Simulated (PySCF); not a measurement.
# Electron correlation in Ga (gallium, neutral)

[Ar] 3d10 4s2 4p1, 2P determinant. Calculation: PySCF 2.14, in aug-cc-pVDZ-PP with ECP10MDF; a scalar-relativistic core potential. Frozen: 3s2 3p6 3d10; 3 electrons correlated.

MP2 pair energies summed by pair of shells (mhartree):

```
 pair  energy  share (%)
4s-4s  -17.54       60.7
4s-4p  -11.36       39.3
```

Total MP2 correlation energy: -28.90 mhartree.

Same-spin part -2.25 and opposite-spin part -26.64 mhartree; SCS-MP2 scales them by 1/3 and 6/5 to -32.72 mhartree.

```csv
level,correlation energy (mhartree)
CCSD,-43.40
(T),-0.54
CCSD(T),-43.94
```

Diagnostics: T1 = 0.012, D1 = 0.0302, largest double amplitude 0.052.

Cost of the coupled-cluster step: 0.11 s of wall time on 1 thread of Intel(R) Xeon(R) 6975P-C (shared host), for 3 correlated electrons.

Iterations:

```
CC2 = 0
CCSD nocc = (np.int64(2), np.int64(1)), nmo = (23, 23)
frozen orbitals [[0, 1, 2, 3, 4, 5, 6, 7, 8], [0, 1, 2, 3, 4, 5, 6, 7, 8]]
max_cycle = 100
direct = 0
conv_tol = 1e-08
conv_tol_normt = 1e-06
diis_space = 8
diis_start_cycle = 0
Init t2, MP2 energy = -0.0288971070633701
Init E_corr(UCCSD) = -0.0288971070647481
cycle = 1  E_corr(UCCSD) = -0.0381207739948055  dE = -0.00922366693  norm(t1,t2) = 0.0557554
cycle = 2  E_corr(UCCSD) = -0.0412758197840167  dE = -0.00315504579  norm(t1,t2) = 0.023259
cycle = 3  E_corr(UCCSD) = -0.0434013394989796  dE = -0.00212551971  norm(t1,t2) = 0.0107368
cycle = 4  E_corr(UCCSD) = -0.0433818271982396  dE = 1.95123007e-05  norm(t1,t2) = 0.00168068
cycle = 5  E_corr(UCCSD) = -0.0434031770313339  dE = -2.13498331e-05  norm(t1,t2) = 0.000264445
cycle = 6  E_corr(UCCSD) = -0.0433947856901026  dE = 8.39134123e-06  norm(t1,t2) = 5.98294e-05
cycle = 7  E_corr(UCCSD) = -0.0433987968871982  dE = -4.0111971e-06  norm(t1,t2) = 1.84464e-05
cycle = 8  E_corr(UCCSD) = -0.0433978518674856  dE = 9.45019713e-07  norm(t1,t2) = 5.02858e-06
cycle = 9  E_corr(UCCSD) = -0.04339782608467  dE = 2.57828156e-08  norm(t1,t2) = 7.92378e-07
cycle = 10  E_corr(UCCSD) = -0.0433978601199432  dE = -3.40352732e-08  norm(t1,t2) = 2.44581e-07
cycle = 11  E_corr(UCCSD) = -0.0433978602987921  dE = -1.78848873e-10  norm(t1,t2) = 4.76161e-08
UCCSD converged
E(UCCSD) = -258.3346280089666  E_corr = -0.04339786029879211
UCCSD(T) correction = -0.000541435999490306
```
